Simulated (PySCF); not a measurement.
# Spin-rotation constants: SMILES Cc1nnc(Cl)n1C, C₄H₆ClN₃

Cartesian coordinates in Å; atom numbers follow the order of the lines, from 1:
```xyz
14

C    -1.917    0.051    0.134
C    -0.651   -0.673   -0.104
N    -0.526   -1.938   -0.383
N     0.779   -2.221   -0.526
C     1.434   -1.118   -0.330
Cl    3.112   -0.922   -0.390
N     0.585   -0.081   -0.052
C     0.909    1.290    0.211
H    -2.738   -0.654    0.057
H    -1.921    0.500    1.127
H    -2.052    0.843   -0.602
H     0.389    1.629    1.107
H     1.984    1.374    0.359
H     0.612    1.920   -0.631
```

Method used: GIAO B97-2/pcSseg-1 magnetisability, rotational g tensor and spin-rotation constants, non-relativistic, gas phase in PySCF 2.14.0. Geometry: GFN2-xTB.

Q: Give the nuclear spin-rotation constants along the inertial axes (H = +C I·J) beside the isotropic shieldings.

A: Rotational constants 3.5396, 1.3657, 0.9978 GHz. A star marks the isotopologue with that one atom substituted, in its own axes.
```csv
atom,isotope,Caa (kHz),Cbb (kHz),Ccc (kHz),mean (kHz),σ (ppm)
N3,14N,0.962,0.281,0.065,0.436,-84.8
N4,14N,0.987,0.265,0.064,0.439,-80.5
Cl6,35Cl,0.357,0.447,0.211,0.339,785.9
N7,14N,0.334,0.223,0.063,0.206,82.0
H9,1H,-0.090,-0.056,-0.109,-0.085,28.8
H10,1H,-0.345,-0.092,-0.026,-0.154,29.6
H11,1H,-0.341,-0.098,-0.023,-0.154,29.6
H12,1H,-0.203,-0.110,-0.038,-0.117,28.5
H13,1H,0.091,-0.116,-0.105,-0.043,27.8
H14,1H,-0.334,-0.116,0.003,-0.149,28.6
C1,13C*,0.462,0.193,0.133,0.263,172.1
C2,13C*,1.735,0.464,0.207,0.802,34.2
C5,13C*,1.741,0.352,0.260,0.784,39.9
C8,13C*,0.636,0.184,0.159,0.327,156.1
```
For the geometry as given, no vibrational averaging.

Q: How do the rotational constants and the g tensor change when H9, H10, H11, H12, H13, H14 are replaced by deuterium?

A: Constants 3.0721, 1.2449, 0.9060 GHz; g -0.0490, -0.0143, 0.0031, against -0.0552, -0.0157, 0.0038 before.
